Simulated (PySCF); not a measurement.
**TDDFT excited states: C5H4ClNO**

6-chloro-2-hydroxypyridine, C5H4ClNO.
SMILES: `Oc1cccc(Cl)n1`

Method: PySCF 2.14.0, density-fitted response routines, TDDFT CAM-B3LYP/def2-SVPD, vertical, gas phase, core orbitals frozen in the response. One conformer (not necessarily the lowest) at the GFN2-xTB geometry, without solvent, vibrations or thermal averaging. Torsions of this conformer, `[OH:1][c:2]1[cH:3][cH:4][cH:5][c:6]([Cl:7])[n:8]1`: H–O1–C2–C3 180°.

```
state  E (eV)  λ (nm)  ν̃ (cm⁻¹)       f  symmetry  main configurations (H = HOMO, L = LUMO)
   S1    5.11   242.8      41190   0.117        A′                                 H→L (88%)
   S2    5.88   210.7      47460  0.0035        A″                               H-2→L (96%)
   S3    6.03   205.6      48640   0.116        A′                  H→L+1 (81%), H-1→L (13%)
   S4    6.47   191.7      52160  0.0002         –                             H-2→L+1 (97%)
   S5    6.73   184.1      54310  0.0000         –                               H→L+2 (88%)
   S6    7.06   175.5      56980   0.289        A′                  H-1→L (76%), H→L+1 (13%)
   S7    7.07   175.4      57020  0.0005         –                  H→L+3 (48%), H→L+4 (28%)
   S8    7.23   171.4      58350  0.0000         –                H-3→L (84%), H-3→L+1 (11%)
```

Triplets, Tamm–Dancoff:

```
state  E (eV)  λ (nm)  main configurations (H = HOMO, L = LUMO)
   T1    3.96   313.2                    H→L (78%), H→L+1 (14%)
   T2    4.23   293.2                    H→L+1 (68%), H→L (18%)
   T3    5.05   245.7      H-1→L (76%), H→L+1 (12%), H-4→L (8%)
```

The lowest singlet lies at 5.11 eV (243 nm, ultraviolet) and is of moderate strength; its leading configuration is HOMO→LUMO (88%). The most intense listed level is S6 at 7.06 eV (175 nm, f = 0.289), 1.96 eV above S1. S6/S7 lie within about 0.01 eV of each other. Löwdin shares by element: HOMO carbon 51% or more, oxygen 13% (atoms not listed hold the other 36%); LUMO carbon 55% or more, nitrogen 18% (atoms not listed hold the other 26%). Weighted by f, the mean energy of these states is 6.39 eV. Of the 8 states listed, 3 reach f = 0.01 and 4 stay under 0.0005. The oscillator strengths of these states sum to 0.526; summed over the whole spectrum of an exact calculation they would give the number of electrons, 66 (Thomas–Reiche–Kuhn). Symmetry labels in Cs follow from the direction of the transition dipole and are given only for states with f of 0.002 or more. The window holds the lowest 8 singlets.
